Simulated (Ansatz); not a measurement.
Basis sets compared for the cluster Pb₂Se₃ (the lowest singlet isomer of a short search). Total charge 0; singlet. Geometry PBE-D4/def2-SVP. Ansatz on 4 threads of Arm Neoverse V1 on a shared host; times are rough, and most runs start from earlier orbitals.

```xyz
5

Pb   -0.568   -0.999    1.442
Pb   -0.030    1.391   -1.210
Se    1.966   -0.172    0.244
Se    0.544   -1.475   -1.218
Se   -1.913    1.255    0.742
```

In the def2 sets Pb takes a core potential; there is no spin–orbit coupling. The structure comes from a short search, and lower isomers may exist.

Binding counts from free atoms (Pb triplet, Se triplet) in the same basis, without a counterpoise term.

```json
{"level": "PBE-D4/def2-SVP", "functions": "148", "energy (Eh)": "-7588.7465", "HOMO (eV)": "-4.95", "LUMO (eV)": "-2.67", "binding per atom (eV)": "2.93", "wall time": "2.5 s"}
{"level": "PBE-D4/def2-TZVP", "functions": "244", "energy (Eh)": "-7589.6451", "HOMO (eV)": "-5.04", "LUMO (eV)": "-2.78", "binding per atom (eV)": "2.94", "wall time": "4.9 s"}
{"level": "r2SCAN-D4/def2-TZVP", "functions": "244", "energy (Eh)": "-7590.7893", "HOMO (eV)": "-5.28", "LUMO (eV)": "-2.68", "binding per atom (eV)": "2.78", "wall time": "12 s"}
{"level": "PBE0-D4/def2-SVP", "functions": "148", "energy (Eh)": "-7588.9004", "HOMO (eV)": "-5.94", "LUMO (eV)": "-1.87", "binding per atom (eV)": "2.73", "wall time": "4.9 s"}
{"level": "PBE0-D4/def2-TZVP", "functions": "244", "energy (Eh)": "-7589.7966", "HOMO (eV)": "-6.00", "LUMO (eV)": "-1.92", "binding per atom (eV)": "2.76", "wall time": "15 s"}
```

Task: Estimate the rows for PBE-D4/def2-TZVPD, r2SCAN-D4/def2-TZVPD, PBE0-D4/def2-TZVPD.

Result: 
```json
{"level": "PBE-D4/def2-TZVPD", "functions": "283", "energy (Eh)": "-7589.6465", "HOMO (eV)": "-5.07", "LUMO (eV)": "-2.83", "binding per atom (eV)": "2.94", "wall time": "8 s"}
{"level": "r2SCAN-D4/def2-TZVPD", "functions": "283", "energy (Eh)": "-7590.7905", "HOMO (eV)": "-5.30", "LUMO (eV)": "-2.71", "binding per atom (eV)": "2.78", "wall time": "17 s"}
{"level": "PBE0-D4/def2-TZVPD", "functions": "283", "energy (Eh)": "-7589.7980", "HOMO (eV)": "-6.02", "LUMO (eV)": "-1.96", "binding per atom (eV)": "2.76", "wall time": "18 s"}
```
